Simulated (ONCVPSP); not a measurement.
## Ranking ONCV potentials for Sn

All share these settings but for the change named:

ONCVPSP 4.0.1 input, shortened (lines: element, Z, core and valence counts, functional; n l f; lmax; l rc ep ncon nbas qcut; lloc lpopt rc5 dvloc0; l nproj debl; icmod fcfact rcfact), PBE, scalar-relativistic:

```
  Sn 50.00    6    5        4      upf
    1    0    2.00
    2    0    2.00
    2    1    6.00
    3    0    2.00
    3    1    6.00
    3    2   10.00
    4    0    2.00
    4    1    6.00
    4    2   10.00
    5    0    2.00
    5    1    2.00
    2
    0    1.60    0.00    4    8    6.60
    1    1.15    0.00    3    8   15.00
    2    1.45    0.00    3    8   11.80
    4    2    0.95    0.00
    0    2    2.40
    1    2    1.10
    2    2    2.40
    1    0.25    0.00
```

Cutoff: the first of the cutoffs (Ha) at which the residual kinetic energy of the hardest occupied pseudo-wave falls to 1 and 0.1 mHa per electron; the density cutoff is not measured.

The base gives 68 Ha.

Of 7 variants that were run, those that failed, showed a ghost or another fault, or gave nearly equal values are left out.

A variant can come out equal or close to the base.

Rank these variants from softest to hardest (loose cutoff).
A. s: qcut 4.5; p: qcut 10.1; d: qcut 8
B. s: qcut 6.8; p: qcut 15.4; d: qcut 12.2
C. s: qcut 6.1; p: qcut 13.9; d: qcut 10.9
D. s: qcut 5.3; p: qcut 12.1; d: qcut 9.5

A (37 Ha), D (50 Ha), C (61 Ha), B (71 Ha).
